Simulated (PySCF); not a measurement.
# Electronic structure of Zr (zirconium, neutral) at the UHF level

Configuration: [Kr] 4d1 5s2 5p1, one real determinant (an excited configuration). All numbers are calculated (PySCF 2.14, scalar relativity by spin-free X2C-1e, in x2c-TZVPPall with one added diffuse shell each of s, p, d, f type (9s7p7d3f1g, 95 functions)).

```
Total energy                                                  : -3596.079041 hartree
One-electron energy                                           : -4959.4195 hartree
Hartree (Coulomb) energy                                      : 1476.2055 hartree
Exchange energy                                               : -112.8650 hartree
⟨S²⟩                                                          : 2.0765
⟨L²⟩                                                          : 8.566
Sum of ⟨r⟩                                                    : 33.97 bohr
Sum of ⟨r²⟩                                                   : 81.30 bohr²
Traceless quadrupole moment −½Σ⟨3z² − r²⟩ along its main axis : -12.0 e·bohr²
Langevin diamagnetic susceptibility                           : -64.4 ×10⁻⁶ cm³/mol
```

```csv
shell,electrons,mean orbital energy (eV),spread (eV),"rms radius, mean of both spins (bohr)"
1s α,1,-18101.7,0,0.0426
1s β,1,-18101.6,0,0.0426
2s α,1,-2583.9,0,0.176
2s β,1,-2583.8,0,0.176
2p α,3,-2299.2,0.023,0.157
2p β,3,-2299.0,0.177,0.157
3s α,1,-458.41,0,0.488
3s β,1,-458.31,0,0.488
3p α,3,-362.81,0.340,0.496
3p β,3,-362.69,0.295,0.496
3d α,5,-205.52,0.752,0.495
3d β,5,-205.28,0.440,0.495
4s α,1,-72.814,0,1.29
4s β,1,-71.726,0,1.29
4p α,3,-45.177,1.043,1.46
4p β,3,-43.682,0.807,1.46
4d α,1,-11.842,0,2.19
5s α,1,-8.488,0,3.84
5s β,1,-7.021,0,3.84
5p α,1,-4.493,0,5.14
```

⟨L²⟩ = 8.57 against 12 for a pure F term, so this real determinant mixes terms. ⟨S²⟩ = 2.08 against 2.00 shows spin contamination.

Densities and radii are taken from the X2C orbitals without a picture-change correction, which distorts them close to the nucleus.

Spin-orbit constants ζ (cm⁻¹) from the X2C one-electron operator on these orbitals: bare nucleus, nucleus screened by l(l+1)(2l+1)/3 electrons, and screened by the Breit-Pauli mean field of the electrons.

```tsv
shell	bare	screened nucleus	mean field
2p	469500	446000	n/a
3p	75630	71850	n/a
3d	10380	7783	n/a
4p	9116	8661	n/a
4d	615.8	461.9	n/a
5p	544.3	517.1	n/a
```

To first order the Landé constant is A = 240.1 cm⁻¹, so the lowest level has J = 2 and lies 0.119 eV below the centre of the term. This holds in LS coupling only.
